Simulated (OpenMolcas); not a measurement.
Ni3+: moving or changing the point charges

Ni3+ among 2 point charges of -2.5 e arranged as a linear pair (D∞h), 2.11 Å from the ion.

```yaml
Program: OpenMolcas
Method: "SS-CASPT2, IPEA 0.25 Eh, imaginary shift 0.1 Eh (closed shells correlated: 3s 3p)"
Basis: ANO-RCC-VDZP [5s4p2d1f]
Scalar_Hamiltonian: DKH2, point nucleus
Active_space: 7 electrons in 5 orbitals (3d)
State_averaging: 2S+1 = 4 even, 10 roots; 2S+1 = 2 even, 40 roots
Spin-orbit_coupling: state interaction with AMFI integrals over the reference wave functions
```

Runs around this geometry, states (labels by Λ). Energies in cm-1 above the lowest state or level, χT in cm3 K/mol.

| R (Å) | q (e) | Ground state | First state of that spin | First gap with spin-orbit (degeneracies) | χT at 300 K | First state of another spin |
| --- | --- | --- | --- | --- | --- | --- |
| 2.11 | -1.25 | 4Φ | 4Σ 1880 | 690 (2, 2) | 4.988 | 2Π 20560 |
| 2 | -2.5 | 4Φ | 4Σ 960 | 720 (2, 2) | 4.937 | 2Π 20250 |
| 2.11 | -2.5 | 4Φ | 4Σ 1470 | 710 (2, 2) | 4.948 | 2Π 20410 |
| 2.2 | -2.5 | 4Φ | 4Σ 1720 | 710 (2, 2) | 4.957 | 2Π 20490 |

Scaling the charges by -1.25 / -2.5 = 0.50 scales the first state of the same spin by 1880 / 1470 = 1.28; with fixed orbitals a first-order splitting would follow the charge.

Roots that are degenerate in the reference are averaged as groups; the widest CASPT2 spread within a group is 16 cm-1 (the 2-fold group of multiplicity 2 near 24500 cm-1 above the lowest state of its run, R = 2, q = -2.5). Shifts and gaps below about the spread of the groups concerned are not significant. Point charges give a weaker field than real ligands, and real ions of this kind are often low spin; the high spin found here belongs to the model. Free-ion shares, where given, are those of the reference states; single-state CASPT2 does not remix them. The ground term spreads over less than 5000 cm-1, several times less than with real ligands, so orbital moments are less quenched and χT lies further from the spin-only value than at real sites (holds for R = 2.11, q = -1.25; R = 2.11, q = -2.5; R = 2.2, q = -2.5). Point charges carry no covalency, so the field is a model and not that of real ligands. No measured value stands beside these numbers.
